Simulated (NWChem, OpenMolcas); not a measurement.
# How basis sets differ on CH6BNO2 (SMILES COB(N)O)

CH6BNO2: 11 atoms, total charge 0, spin state singlet. As SMILES, `COB(N)O`. Geometry: relaxed at PBE0-D4/def2-TZVP. This is one conformer, not always the lowest.

```xyz
11

C     0.7135    0.8516    1.1297
O    -0.4467    0.1025    0.8785
B    -0.6440   -0.5067   -0.3384
N     0.2758   -0.4319   -1.4037
O    -1.8010   -1.2231   -0.5148
H     0.8013    1.7018    0.4431
H     0.6544    1.2386    2.1476
H     1.6169    0.2360    1.0476
H     1.1441    0.0663   -1.3669
H     0.0952   -0.8909   -2.2775
H    -2.3441   -1.2011    0.2754
```

Each level gives the dipole moment (D). The values are calculated.

| level | kind | program | value (D) | CPU time |
| --- | --- | --- | --- | --- |
| HF/ANO-R0 (sfX2C) | Hartree–Fock | OpenMolcas | 0.69 | 2.5 s |
| HF/ANO-RCC-MB (DKH2) | Hartree–Fock | OpenMolcas | 2.36 | 2.7 s |
| HF/STO-3G | Hartree–Fock | OpenMolcas | 1.56 | 1.6 s |
| HF/3-21G | Hartree–Fock | OpenMolcas | 2.47 | 2.1 s |
| HF/6-31G* (spherical functions) | Hartree–Fock | OpenMolcas | 2.11 | 5.2 s |
| HF/ANO-L-VDZP (RICD fitting) | Hartree–Fock | OpenMolcas | 2.22 | 8.1 s |
| HF/def2-SVP | Hartree–Fock | NWChem | 2.16 | 17 s |

The values span 0.69 to 2.47 D. Magnitudes only. Sets without polarisation functions give poor dipoles. Without the sets that lack polarisation functions the rows with a basis span only 2.11 to 2.22 D. Times are those of the runs behind each value, whatever else they computed, on shared processors of several kinds: orders of magnitude only.
